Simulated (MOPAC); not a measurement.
MOPAC input (PM7):

```
PM7 PRECISE GNORM=0.05 LET XYZ CHARGE=-1 GEO-OK AUX(PRECISION=9) THREADS=1
H2ClGeO

Ge    0.06687803 1   -0.59132990 1   -0.00140343 1
O     1.70323732 1   -0.62966900 1   -0.36875830 1
Cl   -0.84841036 1    1.54454633 1    0.15527826 1
H    -0.94737056 1   -1.17697927 1   -1.04822927 1
H    -0.39564896 1   -1.12039959 1    1.40347513 1
```

Output:

```
 *******************************************************************************
 **                                                                           **
 **                              MOPAC v23.2.5                                **
 **                                                                           **
 *******************************************************************************
 ** MOPAC's Digital Object Identifier: https://doi.org/10.5281/zenodo.6511958 **
 **                                                                           **
 ** Please cite the open-source release paper for use of this MOPAC version:  **
 ** J. E. Moussa and J. J. P. Stewart (2026)                                  **
 ** MOPAC: An open-source semiempirical molecular orbital program             **
 ** J. Open Source Softw., 11(119), 8025, https://doi.org/10.21105/joss.08025 **
 *******************************************************************************

                              PM7 CALCULATION RESULTS

 *******************************************************************************
 *  PM7        - The PM7 Hamiltonian to be used
 *  GEO-OK     - OVERRIDE INTERATOMIC DISTANCE AND OTHER SAFETY CHECKS
 *
 *
 *
 *                 CHARGE ON SYSTEM = -1
 *
 *
 *
 *  LET        - OVERRIDE SOME SAFETY CHECKS
 *  PRECISE    - TIGHTER CRITERIA TO BE USED
 *  XYZ        - CARTESIAN COORDINATE SYSTEM TO BE USED
 *  GNORM      - EXIT WHEN GRADIENT NORM DROPS BELOW 0.050
 *  AUX        - OUTPUT AUXILIARY INFORMATION
 *******************************************************************************
PM7 PRECISE GNORM=0.05 LET XYZ CHARGE=-1 GEO-OK AUX(PRECISION=9) THREADS=1
 H2ClGeO

   ATOM   CHEMICAL          X               Y               Z
  NUMBER   SYMBOL      (ANGSTROMS)     (ANGSTROMS)     (ANGSTROMS)

     1      Ge          0.06687803  *  -0.59132990  *  -0.00140343  *
     2       O          1.70323732  *  -0.62966900  *  -0.36875830  *
     3      Cl         -0.84841036  *   1.54454633  *   0.15527826  *
     4       H         -0.94737056  *  -1.17697927  *  -1.04822927  *
     5       H         -0.39564896  *  -1.12039959  *   1.40347513  *

          CARTESIAN COORDINATES

    NO.       ATOM           X           Y           Z

     1        Ge          0.0669     -0.5913     -0.0014
     2         O          1.7032     -0.6297     -0.3688
     3        Cl         -0.8484      1.5445      0.1553
     4         H         -0.9474     -1.1770     -1.0482
     5         H         -0.3956     -1.1204      1.4035

 General Reference for PM7:
 "Optimization of Parameters for Semiempirical Methods VI: More Modifications to the
 NDDO Approximations and Re-optimization of Parameters", J. J. P. Stewart, J. Mol. Mod., 1:32, 19 (2013)
 https://link.springer.com/article/10.1007/s00894-012-1667-x

           Empirical Formula: H2 O Ge Cl  =     5 atoms

      MOLECULAR POINT GROUP   :   Cs

      RHF CALCULATION, NO. OF DOUBLY OCCUPIED LEVELS = 10

          Geometry optimization using EF

          DIAGONAL MATRIX USED AS START HESSIAN

 CYCLE:     1  GRAD.:    94.345 HEAT: -78.45949
 CYCLE:     2  GRAD.:   139.866 HEAT: -80.09000
 CYCLE:     3  GRAD.:    71.946 HEAT: -82.73446
 CYCLE:     4  GRAD.:    41.769 HEAT: -84.50990
 CYCLE:     5  GRAD.:     7.599 HEAT: -85.83438
 CYCLE:     6  GRAD.:     4.668 HEAT: -85.90911
 CYCLE:     7  GRAD.:     1.841 HEAT: -85.94762
 CYCLE:     8  GRAD.:     1.056 HEAT: -85.96430
 CYCLE:     9  GRAD.:     0.795 HEAT: -85.96985
 CYCLE:    10  GRAD.:     0.498 HEAT: -85.97393
 CYCLE:    11  GRAD.:     0.231 HEAT: -85.97523
 CYCLE:    12  GRAD.:     0.100 HEAT: -85.97544
 CYCLE:    13  GRAD.:     0.058 HEAT: -85.97547
 CYCLE:    14  GRAD.:     0.026 HEAT: -85.97548

     GRADIENT =  0.02604 IS LESS THAN CUTOFF =  0.05000

 -------------------------------------------------------------------------------
 PM7 PRECISE GNORM=0.05 LET XYZ CHARGE=-1 GEO-OK AUX(PRECISION=9) THREADS=1
 H2ClGeO

     GEOMETRY OPTIMISED USING EIGENVECTOR FOLLOWING (EF).
     SCF FIELD WAS ACHIEVED

                              PM7 CALCULATION
                                                       MOPAC v23.2.5 Linux

          FINAL HEAT OF FORMATION =        -85.97548 KCAL/MOL =    -359.72142 KJ/MOL

          COSMO AREA              =        104.15 SQUARE ANGSTROMS
          COSMO VOLUME            =         91.18 CUBIC ANGSTROMS

          GRADIENT NORM           =          0.02604          =       0.01165 PER ATOM
          IONIZATION POTENTIAL    =          4.475592 EV
          HOMO LUMO ENERGIES (EV) =         -4.476  3.501
          NO. OF FILLED LEVELS    =         10
          MOLECULAR WEIGHT        =        126.0582         POINT GROUP:  Cs

          MOLECULAR DIMENSIONS (Angstroms)

            Atom       Atom       Distance
           Cl     3    O     2     3.24024
            H     4    H     5     2.55434
           Cl     3    H     4     1.80156

          SCF CALCULATIONS        =         15

   ATOM   CHEMICAL          X               Y               Z
  NUMBER   SYMBOL      (ANGSTROMS)     (ANGSTROMS)     (ANGSTROMS)

     1      Ge          0.07816683  *  -0.61130578  *  -0.00348244  *
     2       O          1.59549208  *  -0.58862646  *  -0.34545903  *
     3      Cl         -0.82134251  *   1.51200938  *   0.14993785  *
     4       H         -0.86536452  *  -1.07794962  *  -1.08982527  *
     5       H         -0.30471269  *  -1.02045380  *   1.40155854  *

                             CARTESIAN COORDINATES

   1   Ge        0.078166825    -0.611305782    -0.003482436
   2    O        1.595492080    -0.588626459    -0.345459034
   3   Cl       -0.821342511     1.512009380     0.149937847
   4    H       -0.865364522    -1.077949624    -1.089825266
   5    H       -0.304712694    -1.020453803     1.401558537

           Empirical Formula: H2 O Ge Cl  =     5 atoms

      MOLECULAR POINT GROUP   :   Cs

                  EIGENVALUES
 -20.04548 -19.80822 -13.40763  -8.64206  -7.70615  -6.31838  -5.79199  -5.47480
  -4.68216  -4.47559   3.50124   5.69622   6.19391   8.17699  79.30822  79.31327
  79.60222  79.69566  79.74211

              NET ATOMIC CHARGES AND DIPOLE CONTRIBUTIONS

  ATOM NO.   TYPE          CHARGE      No. of ELECS.   s-Pop       p-Pop       d-Pop
    1         Ge           0.236480        3.7635     1.07712     2.68640
    2          O          -0.805221        6.8052     1.82962     4.97560
    3         Cl          -0.583824        7.5838     1.99462     5.58569     0.00350
    4          H           0.076283        0.9237     0.92372
    5          H           0.076282        0.9237     0.92372
 DIPOLE           X         Y         Z       TOTAL
 POINT-CHG.    -4.173    -3.514     1.020     5.550
 HYBRID         0.471     0.173    -0.110     0.513
 SUM           -3.702    -3.342     0.910     5.070

          ATOMIC ORBITAL ELECTRON POPULATIONS

     Atom    s        px        py        pz      x^2-y^2     xz        z^2       yz        xy
    1 Ge   1.07712   0.75380   0.82863   1.10396
    2  O   1.82962   1.44993   1.61771   1.90796
    3 Cl   1.99462   1.91441   1.67987   1.99141   0.00119   0.00005   0.00078   0.00014   0.00135
    4  H   0.92372
    5  H   0.92372

 **********************
 *                    *
 * JOB ENDED NORMALLY *
 *                    *
 **********************

 == MOPAC DONE ==
```

The dipole moment of an ion depends on the origin.

The geometry given is a B3LYP-D3(BJ)/def2-TZVP minimum.
